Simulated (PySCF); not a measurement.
PySCF input for PbBr₂, SMILES [Br][Pb][Br] (connectivity only; charge and spin as stated), neutral, multiplicity 1, TDA-B3LYP/def2-SVPD. Geometry optimised at B3LYP-D3(BJ)/def2-SVP. The isomer is the one that the SMILES or the coordinates give; other isomers of the formula were not compared. The def2 effective core potentials stand for the cores of Pb; spin–orbit coupling is left out.

```python
import numpy as np
from pyscf import gto, scf, dft, tdscf

mol = gto.M(
    atom='''
    Pb    0.00000000   -0.00000000    0.77457359
    Br    0.00000000    2.05103366   -0.90735763
    Br    0.00000000   -2.05103365   -0.90735764
    ''',
    basis='def2-SVPD',
    ecp={'Pb': 'def2-svp'},
    charge=0,
    spin=0,
    symmetry=True,
    max_memory=1600,
    verbose=4,
)
mf = dft.RKS(mol, xc='b3lyp').density_fit(auxbasis='def2-universal-jkfit')
mf.grids.level = 3
mf.conv_tol = 1e-9
mf.max_cycle = 100
mf.kernel()
mf.grids = dft.Grids(mol).set(level=1).build(with_non0tab=True)  # coarser grid for the response kernel
td = tdscf.TDA(mf)
td.singlet = True
td.nstates = 10
td.conv_tol = 1e-4
td.positive_eig_threshold = 1e-6
td.kernel(x0=td.get_init_guess(mf, 15))
td.analyze()
tt = tdscf.TDA(mf)
tt.singlet = False
tt.nstates = 4
tt.conv_tol = 1e-4
tt.positive_eig_threshold = 1e-6
tt.kernel(x0=tt.get_init_guess(mf, 9))
tt.analyze(verbose=3)
```

Log of the run:

```
PySCF version 2.14.0

[INPUT] verbose = 4
[INPUT] num. atoms = 3
[INPUT] num. electrons = 92
[INPUT] charge = 0
[INPUT] spin (= nelec alpha-beta = 2S) = 0
[INPUT] symmetry True subgroup None
[INPUT] Mole.unit = angstrom
[INPUT] Symbol           X                Y                Z      unit          X                Y                Z       unit  Magmom
[INPUT]  1 Pb     0.000000000000   0.000000000000   0.774573590000 AA    0.000000000000   0.000000000000   1.463731948421 Bohr   0.0
[INPUT]  2 Br     0.000000000000   2.051033660000  -0.907357630000 AA    0.000000000000   3.875891889664  -1.714657417734 Bohr   0.0
[INPUT]  3 Br     0.000000000000  -2.051033650000  -0.907357640000 AA    0.000000000000  -3.875891870767  -1.714657436632 Bohr   0.0

nuclear repulsion = 465.262872733201
point group symmetry = C2v
symmetry origin: [ 0.00000000e+00  4.35134296e-09 -8.70268536e-10]
symmetry axis x: [-1. -0. -0.]
symmetry axis y: [0.00000000e+00 1.00000000e+00 2.13322567e-09]
symmetry axis z: [ 0.00000000e+00 -2.13322567e-09  1.00000000e+00]
num. orbitals of irrep A1 = 43
num. orbitals of irrep A2 = 16
num. orbitals of irrep B1 = 20
num. orbitals of irrep B2 = 35
number of shells = 42
number of NR pGTOs = 233
number of NR cGTOs = 114
basis = def2-SVPD
ecp = {'Pb': 'def2-svp'}


[settings echo left out]
init E= -5314.60440617529
HOMO (B2) = -0.601743772269412  LUMO (B1) = -0.585424413231973  gap/eV = 0.44407
cycle= 1 E= -5338.48690715466  delta_E= -23.9  |g|= 2.56  |ddm|= 13.9
HOMO (B2) = 0.0245272389652094  LUMO (A1) = 0.0446105347787434  gap/eV = 0.54649
cycle= 2 E= -5289.8730943579  delta_E= 48.6  |g|= 6.28  |ddm|= 16.8
HOMO (B2) = -0.482637398269205  LUMO (B1) = -0.405599237732126  gap/eV = 2.09632
cycle= 3 E= -5340.12554729204  delta_E= -50.3  |g|= 1.42  |ddm|= 15.9
HOMO (B2) = -0.241230567904886  LUMO (B1) = -0.178206765642049  gap/eV = 1.71497
cycle= 4 E= -5340.36784026677  delta_E= -0.242  |g|= 1.22  |ddm|= 2.78
HOMO (B2) = -0.301680351094085  LUMO (B1) = -0.176736157705751  gap/eV = 3.39990
cycle= 5 E= -5340.75912674927  delta_E= -0.391  |g|= 0.388  |ddm|= 1.12
HOMO (B2) = -0.288705580678872  LUMO (B1) = -0.147913015636316  gap/eV = 3.83116
cycle= 6 E= -5340.80780509379  delta_E= -0.0487  |g|= 0.117  |ddm|= 0.64
HOMO (A1) = -0.286828993086182  LUMO (B1) = -0.135949620974543  gap/eV = 4.10564
cycle= 7 E= -5340.81279099646  delta_E= -0.00499  |g|= 0.03  |ddm|= 0.219
HOMO (A1) = -0.281352399274267  LUMO (B1) = -0.132256124117255  gap/eV = 4.05712
cycle= 8 E= -5340.81308562827  delta_E= -0.000295  |g|= 0.00359  |ddm|= 0.0549
HOMO (A1) = -0.282000253777853  LUMO (B1) = -0.132863891457518  gap/eV = 4.05821
cycle= 9 E= -5340.81308950306  delta_E= -3.87e-06  |g|= 0.000696  |ddm|= 0.0078
HOMO (A1) = -0.282032348580798  LUMO (B1) = -0.132927171020828  gap/eV = 4.05736
cycle= 10 E= -5340.81308967156  delta_E= -1.68e-07  |g|= 0.000258  |ddm|= 0.000857
HOMO (A1) = -0.282043438497649  LUMO (B1) = -0.132961210675845  gap/eV = 4.05673
cycle= 11 E= -5340.81308969381  delta_E= -2.23e-08  |g|= 1.01e-05  |ddm|= 0.000582
HOMO (A1) = -0.282043169163101  LUMO (B1) = -0.13296190593325  gap/eV = 4.05671
cycle= 12 E= -5340.81308969386  delta_E= -4.46e-11  |g|= 5.28e-06  |ddm|= 3.13e-05
HOMO (A1) = -0.282044053007761  LUMO (B1) = -0.132961002228129  gap/eV = 4.05676
Extra cycle  E= -5340.81308969384  delta_E= 1.91e-11  |g|= 9.55e-06  |ddm|= 2.4e-05
converged SCF energy = -5340.81308969384
tot grids = 23328
Overwritten attributes  positive_eig_threshold  of <class 'pyscf.tdscf.rks.TDA'>


******** <class 'pyscf.tdscf.rks.TDA'> for <class 'pyscf.df.df_jk.DFSymAdaptedRKS'> ********
nstates = 10 singlet
deg_eia_thresh = 1.000e-03
wfnsym = None
conv_tol = 0.0001
eigh lindep = 1e-12
eigh level_shift = 0
eigh max_cycle = 100


Excitation energies (eV)
[3.11874518 3.17777384 3.68460835 4.02067002 4.14018875 4.61024699
 4.93034307 4.95549325 5.00556271 5.24991523]

** Singlet excitation energies and oscillator strengths **
Excited State   1:   A2      3.11875 eV    397.55 nm  f=0.0000
      45 -> 47        0.70668
Excited State   2:   B1      3.17777 eV    390.16 nm  f=0.0035
      46 -> 47        0.70262
Excited State   3:   B2      3.68461 eV    336.49 nm  f=0.0370
      44 -> 47        0.67311
      45 -> 48       -0.14083
      46 -> 49       -0.13558
Excited State   4:   B1      4.02067 eV    308.37 nm  f=0.0084
      42 -> 47       -0.70218
Excited State   5:   A1      4.14019 eV    299.47 nm  f=0.0094
      42 -> 48        0.14509
      43 -> 47       -0.66675
      46 -> 48       -0.14015
Excited State   6:   A2      4.61025 eV    268.93 nm  f=0.0000
      41 -> 47        0.70527
Excited State   7:   B2      4.93034 eV    251.47 nm  f=0.0107
      45 -> 48        0.62653
      46 -> 49       -0.31205
Excited State   8:   A1      4.95549 eV    250.20 nm  f=0.0464
      42 -> 48       -0.20478
      46 -> 48       -0.66637
Excited State   9:   A2      5.00556 eV    247.69 nm  f=0.0000
      44 -> 48        0.70468
Excited State  10:   A1      5.24992 eV    236.16 nm  f=0.0012
      45 -> 49        0.69814

** Transition electric dipole moments (AU) **
state          X           Y           Z        Dip. S.      Osc.
  1        -0.0000     -0.0000      0.0000      0.0000      0.0000
  2        -0.2120     -0.0000      0.0000      0.0450      0.0035
  3         0.0000     -0.6405     -0.0000      0.4103      0.0370
  4        -0.2920     -0.0000      0.0000      0.0853      0.0084
  5        -0.0000      0.0000     -0.3048      0.0929      0.0094
  6         0.0000      0.0000     -0.0000      0.0000      0.0000
  7         0.0000     -0.2979     -0.0000      0.0887      0.0107
  8         0.0000     -0.0000      0.6181      0.3821      0.0464
  9         0.0000     -0.0000      0.0000      0.0000      0.0000
 10        -0.0000     -0.0000      0.0981      0.0096      0.0012

WARN: ECP detected. Skipping calculation of transition velocity and magnetic dipole moments, which have not yet been implemented.



******** <class 'pyscf.tdscf.rks.TDA'> for <class 'pyscf.df.df_jk.DFSymAdaptedRKS'> ********
nstates = 4 triplet
deg_eia_thresh = 1.000e-03
wfnsym = None
conv_tol = 0.0001
eigh lindep = 1e-12
eigh level_shift = 0
eigh max_cycle = 100


Excitation energies (eV)
[2.83572864 3.02439167 3.13829706 3.43012968]

** Triplet excitation energies and oscillator strengths **
Excited State   1:   B1      2.83573 eV    437.22 nm  f=0.0000
Excited State   2:   A2      3.02439 eV    409.95 nm  f=0.0000
Excited State   3:   B2      3.13830 eV    395.07 nm  f=0.0000
Excited State   4:   A1      3.43013 eV    361.46 nm  f=0.0000
```

The calculation finished and met its thresholds.

Cost: roughly 80 core-seconds.
